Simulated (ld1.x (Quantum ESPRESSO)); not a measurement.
Building the TM semilocal potential for gallium (Ga) (PBEsol, scalar-relativistic).

Input for ld1.x (Quantum ESPRESSO) 7.5:

```
&input
   title='Ga', zed=31., rel=1, dft='PBESOL', iswitch=3,
   config='[Ar] 3d10 4s1 4p2 4d-2',
   nld=3, rlderiv=2.70, eminld=-3.0, emaxld=5.0, deld=0.02
 /
 &inputp
   pseudotype=1, tm=.true., lloc=2,
   nlcc=.true., new_core_ps=.true., rcore=1.15,
   file_pseudopw='Ga.pp', file_wfcaegen='ae.wfc', file_wfcncgen='nc.wfc'
 /
3
4S  1  0   1.00   0.00  1.85  1.85  0.0
4P  2  1   2.00   0.00  2.50  2.50  0.0
4D  3  2  -2.00   0.50  2.40  2.40  0.0
 &test
   configts(1)='4s1 4p2'
 /
```

Command:

```bash
ld1.x < Ga.in > Ga.out
```

Resulting log (shortened: banner, matrices, multipoles, cross overlaps and the repeated all-electron block are left out):

```
Program LD1 v.7.5
     --------------------------- All-electron run ----------------------------

     Ga
     scalar relativistic calculation

     atomic number is 31.00
     dft =PBESOL   lsd =0 sic =0 latt =0  beta=0.20 tr2=1.0E-14
     Exchange-correlation= PBESOL
                           (   1   4  10   8   0   0   0)
     mesh =1205 r(mesh) = 101.09016 a.u. xmin = -7.00 dx = 0.01250
     1 Ry =  13.60569312 eV, c = 137.03599908

     n l     nl                  e(Ry)          e(Ha)          e(eV)
     1 0     1S 1( 2.00)      -751.3826      -375.6913    -10223.0808
     2 0     2S 1( 2.00)       -92.8339       -46.4169     -1263.0692
     2 1     2P 1( 6.00)       -80.8552       -40.4276     -1100.0916
     3 0     3S 1( 2.00)       -11.0040        -5.5020      -149.7177
     3 1     3P 1( 6.00)        -7.3955        -3.6977      -100.6209
     3 2     3D 1(10.00)        -1.5468        -0.7734       -21.0458
     4 0     4S 1( 1.00)        -0.7392        -0.3696       -10.0569
     4 1     4P 1( 2.00)        -0.2465        -0.1233        -3.3542

     final scf error:  7.5E-15 reached in  32 iterations

     Etot =   -3884.438386 Ry,   -1942.219193 Ha,  -52850.476640 eV

     Ekin =    3950.072783 Ry,    1975.036391 Ha,   53743.478094 eV
     Encl =   -9360.509998 Ry,   -4680.254999 Ha, -127356.226503 eV
     Eh   =    1673.805091 Ry,     836.902546 Ha,   22773.278416 eV
     Exc  =    -147.806262 Ry,     -73.903131 Ha,   -2011.006647 eV

     normalization and overlap integrals

     s(1S/1S) =  1.000000  <r> =   0.0486  <r2> =    0.0032  r(max) =   0.0319
     s(2S/2S) =  1.000000  <r> =   0.2180  <r2> =    0.0561  r(max) =   0.1833
     s(2P/2P) =  1.000000  <r> =   0.1908  <r2> =    0.0446  r(max) =   0.1464
     s(3S/3S) =  1.000000  <r> =   0.6524  <r2> =    0.4916  r(max) =   0.5647
     s(3P/3P) =  1.000000  <r> =   0.6795  <r2> =    0.5448  r(max) =   0.5647
     s(3D/3D) =  1.000000  <r> =   0.8067  <r2> =    0.8513  r(max) =   0.5305
     s(4S/4S) =  1.000000  <r> =   2.2928  <r2> =    6.1000  r(max) =   1.8748
     s(4P/4P) =  1.000000  <r> =   3.1959  <r2> =   12.2005  r(max) =   2.4683

     ------------------------ End of All-electron run ------------------------

     --------------------- Generating NC pseudopotential ---------------------

      Generating local pot.: lloc=2, matching radius rcloc =   2.4000

      Computing core charge for nlcc:

       r > 1.15 : true rho core
      Core charge pseudized with two Bessel functions
      Integrated core pseudo-charge :  14.95

      Wfc   4S  rcut= 1.852  Using Troullier-Martins method

      Wfc   4P  rcut= 2.499  Using Troullier-Martins method

     ------------------- End of pseudopotential generation -------------------

     Computing logarithmic derivative in   2.71090
     Computing logarithmic derivative in   2.71090
     Computing the partial wave expansion
     R is outside the sphere for l=    0 j= 0.00
     R is outside the sphere for l=    1 j= 0.00
       no projector for channel:   2

     ---------------------- Testing the pseudopotential ----------------------

     Ga
     scalar relativistic calculation

     atomic number is 31.00   valence charge is  3.00
     dft =PBESOL   lsd =0 sic =0 latt =0  beta=0.20 tr2=1.0E-14
     mesh =1205 r(mesh) = 101.09016 xmin = -7.00 dx = 0.01250

     n l     nl             e AE (Ry)        e PS (Ry)    De AE-PS (Ry)
     1 0     4S   1( 1.00)       -0.73917       -0.73917        0.00000
     2 1     4P   1( 2.00)       -0.24653       -0.24653        0.00000

     eps = 1.3E-16  iter =  4

     Etot =   -3884.438386 Ry,   -1942.219193 Ha,  -52850.476640 eV
     Etotps =   -35.411303 Ry,     -17.705651 Ha,    -481.795321 eV

     Ekin =       1.657143 Ry,       0.828571 Ha,      22.546575 eV
     Encl =      -6.727772 Ry,      -3.363886 Ha,     -91.536006 eV
     Ehrt =       2.835632 Ry,       1.417816 Ha,      38.580742 eV
     Ecxc =     -33.189579 Ry,     -16.594790 Ha,    -451.567232 eV
     (Ecc =     -31.594588 Ry,     -15.797294 Ha,    -429.866273 eV)
     Epseu=       0.013274 Ry,       0.006637 Ha,       0.180600 eV

     ---------------------- End of pseudopotential test ----------------------
```

Generation and configuration tests took about 0.99 s on one core of a shared server CPU.

Transferability test of the new file with ld1.x, input:

```
&input
   title='Ga', zed=31., rel=1, dft='PBESOL', iswitch=2,
   config='[Ar] 3d10 4s1 4p2 4d-2'
 /
 &test
   file_pseudo='Ga.pp', nconf=8,
   configts(1)='4s1 4p2',
   configts(2)='4s2 4p1',
   configts(3)='4s2 4p0',
   configts(4)='4s1 4p0',
   configts(5)='4s0 4p3',
   configts(6)='4s2 4p0.5',
   configts(7)='4s1 4p1',
   configts(8)='4s2 4p1.3'
 /
```

```bash
ld1.x < Ga.test.in > Ga.test.out
```

Pseudopotential blocks of its output, shortened (energy terms left out):

```
     ---------------------- Testing the pseudopotential ----------------------

     n l     nl             e AE (Ry)        e PS (Ry)    De AE-PS (Ry)
     1 0     4S   1( 1.00)       -0.73917       -0.73917        0.00000
     2 1     4P   1( 2.00)       -0.24653       -0.24653        0.00000

     eps = 5.2E-15  iter = 10

     Etot =   -3884.438386 Ry,   -1942.219193 Ha,  -52850.476640 eV
     Etotps =   -35.411303 Ry,     -17.705651 Ha,    -481.795321 eV

     ---------------------- End of pseudopotential test ----------------------

          ---------------------- Testing the pseudopotential ----------------------

     n l     nl             e AE (Ry)        e PS (Ry)    De AE-PS (Ry)
     1 0     4S   1( 2.00)       -0.65871       -0.65572       -0.00299
     2 1     4P   1( 1.00)       -0.18894       -0.18834       -0.00060

     eps = 2.0E-15  iter = 14

     Etot =   -3884.919876 Ry,   -1942.459938 Ha,  -52857.027641 eV
     Etotps =   -35.891655 Ry,     -17.945827 Ha,    -488.330840 eV
     dEtot_ae =      -0.481490 Ry
     dEtot_ps =      -0.480352 Ry,   Delta E=      -0.001138 Ry

     ---------------------- End of pseudopotential test ----------------------

          ---------------------- Testing the pseudopotential ----------------------

     n l     nl             e AE (Ry)        e PS (Ry)    De AE-PS (Ry)
     1 0     4S   1( 2.00)       -1.20258       -1.20150       -0.00108
     2 1     4P   1( 0.00)       -0.66527       -0.66512       -0.00015

     eps = 4.2E-15  iter =  7

     Etot =   -3884.502444 Ry,   -1942.251222 Ha,  -52851.348190 eV
     Etotps =   -35.474922 Ry,     -17.737461 Ha,    -482.660903 eV
     dEtot_ae =      -0.064058 Ry
     dEtot_ps =      -0.063619 Ry,   Delta E=      -0.000439 Ry

     ---------------------- End of pseudopotential test ----------------------

          ---------------------- Testing the pseudopotential ----------------------

     n l     nl             e AE (Ry)        e PS (Ry)    De AE-PS (Ry)
     1 0     4S   1( 1.00)       -1.91329       -1.92989        0.01659  !
     2 1     4P   1( 0.00)       -1.29739       -1.30992        0.01254  !

     eps = 7.8E-15  iter =  6

     Etot =   -3882.949002 Ry,   -1941.474501 Ha,  -52830.212540 eV
     Etotps =   -33.914861 Ry,     -16.957431 Ha,    -461.435191 eV
     dEtot_ae =       1.489384 Ry
     dEtot_ps =       1.496442 Ry,   Delta E=      -0.007058 Ry

     ---------------------- End of pseudopotential test ----------------------

          ---------------------- Testing the pseudopotential ----------------------

     n l     nl             e AE (Ry)        e PS (Ry)    De AE-PS (Ry)
     1 0     4S   1( 0.00)       -0.80807       -0.81104        0.00297
     2 1     4P   1( 3.00)       -0.29572       -0.29644        0.00071

     eps = 7.0E-15  iter = 11

     Etot =   -3883.935722 Ry,   -1941.967861 Ha,  -52843.637543 eV
     Etotps =   -34.907456 Ry,     -17.453728 Ha,    -474.940131 eV
     dEtot_ae =       0.502664 Ry
     dEtot_ps =       0.503847 Ry,   Delta E=      -0.001183 Ry

     ---------------------- End of pseudopotential test ----------------------

          ---------------------- Testing the pseudopotential ----------------------

     n l     nl             e AE (Ry)        e PS (Ry)    De AE-PS (Ry)
     1 0     4S   1( 2.00)       -0.91545       -0.91262       -0.00283
     2 1     4P   1( 0.50)       -0.41271       -0.41177       -0.00094

     eps = 2.6E-15  iter = 15

     Etot =   -3884.770904 Ry,   -1942.385452 Ha,  -52855.000767 eV
     Etotps =   -35.743081 Ry,     -17.871540 Ha,    -486.309389 eV
     dEtot_ae =      -0.332517 Ry
     dEtot_ps =      -0.331778 Ry,   Delta E=      -0.000739 Ry

     ---------------------- End of pseudopotential test ----------------------

          ---------------------- Testing the pseudopotential ----------------------

     n l     nl             e AE (Ry)        e PS (Ry)    De AE-PS (Ry)
     1 0     4S   1( 1.00)       -1.28250       -1.28597        0.00346
     2 1     4P   1( 1.00)       -0.73138       -0.73345        0.00207

     eps = 9.3E-15  iter = 11

     Etot =   -3883.958198 Ry,   -1941.979099 Ha,  -52843.943343 eV
     Etotps =   -34.930398 Ry,     -17.465199 Ha,    -475.252277 eV
     dEtot_ae =       0.480189 Ry
     dEtot_ps =       0.480905 Ry,   Delta E=      -0.000716 Ry

     ---------------------- End of pseudopotential test ----------------------

          ---------------------- Testing the pseudopotential ----------------------

     n l     nl             e AE (Ry)        e PS (Ry)    De AE-PS (Ry)
     1 0     4S   1( 2.00)       -0.52589       -0.52320       -0.00269
     2 1     4P   1( 1.30)       -0.07414       -0.07393       -0.00021

     eps = 1.9E-15  iter = 14

     Etot =   -3884.958884 Ry,   -1942.479442 Ha,  -52857.558377 eV
     Etotps =   -35.930546 Ry,     -17.965273 Ha,    -488.859983 eV
     dEtot_ae =      -0.520498 Ry
     dEtot_ps =      -0.519243 Ry,   Delta E=      -0.001255 Ry

     ---------------------- End of pseudopotential test ----------------------
```
